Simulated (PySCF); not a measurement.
## Working out the ionisation energy of Se

Se [Ar] 3d10 4s2 4p4 (3P) → Se⁺ [Ar] 3d10 4s2 4p3 (4S). All numbers are calculated (PySCF 2.14, no relativity, point nucleus, in def2-TZVP (6s5p4d1f, 48 functions)). Frozen: [Ar] 3d10. Energies in hartree (1 hartree = 27.21139 eV):

| part | Se (lower) | Se⁺ (upper) |
| --- | --- | --- |
| UHF | -2399.827191 | -2399.511622 |
| CCSD correlation | -0.119108 | -0.090641 |
| (T) | -0.003672 | -0.002635 |

Q: What does Hartree-Fock give?

A: (-2399.511622) − (-2399.827191) = 0.315569 hartree = 8.587 eV.

Q: What do CCSD and CCSD(T) give?

A: The CCSD correlation energies differ by 0.028467 hartree = 0.775 eV and the triples by 0.001037 hartree = 0.028 eV, so CCSD gives 9.362 eV and CCSD(T) 9.390 eV.

Measured between the centres of the two terms (NIST): 9.635 eV, so CCSD(T) (valence) is off by -0.245 eV.

The calculation is non-relativistic.

What remains against the reference includes basis incompleteness, the frozen core and higher excitations.
